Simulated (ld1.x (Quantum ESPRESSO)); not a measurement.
**hafnium (Hf): excitation energies, all-electron against RRKJ**

```
Element                 : hafnium (Hf)
Generator               : ld1.x (Quantum ESPRESSO) 7.5
Type                    : norm-conserving RRKJ (Kleinman–Bylander form)
Functional              : PBEsol
Relativity              : non-relativistic
Frozen core             : [Kr] 4d10 4f14 5s2
Valence charge          : 10
Reference configuration : 5p6 5d2 6s1 6p0 (charge +1)
Partial waves           : 6s (bound): rc 3.30 bohr; 5p (bound): rc 2.40 bohr; 5d (bound): rc 2.00 bohr
Local potential         : all-electron potential smoothed inside 2.95 bohr (lloc = -2)
Core correction         : Bessel-smoothed model core, default radius (core density twice the valence density)
rho0                    : 0.01
```

Energies are relative to the spin-unpolarised reference configuration 5p6 5d2 6s1 6p0; without spin polarisation the order of configurations can differ from experiment.

```tsv
valence configuration	charge	ΔE all-electron (eV)	error AE − PS (meV)
5p6 5d2 6s2 6p0	0	-7.089	+3.4
5p6 5d2 6s0 6p0	+2	12.761	-6.1
5p6 5d1 6s2 6p0	+1	0.688	-4.7
5p6 5d3 6s0 6p0	+1	0.172	-29
5p5 5d2 6s2 6p0	+1	32.220	-87
```

(1) What are ΔE and the potential's error for 5p6 5d2.5 6s1.5 6p0?

(2) What are ΔE and the potential's error for 5p6 5d1 6s0 6p0?

## Answers

(1) ΔE = -6.664 eV all-electron; the error (AE − PS) is +7.0 meV.

(2) ΔE = 35.235 eV all-electron; the error (AE − PS) is -69 meV.
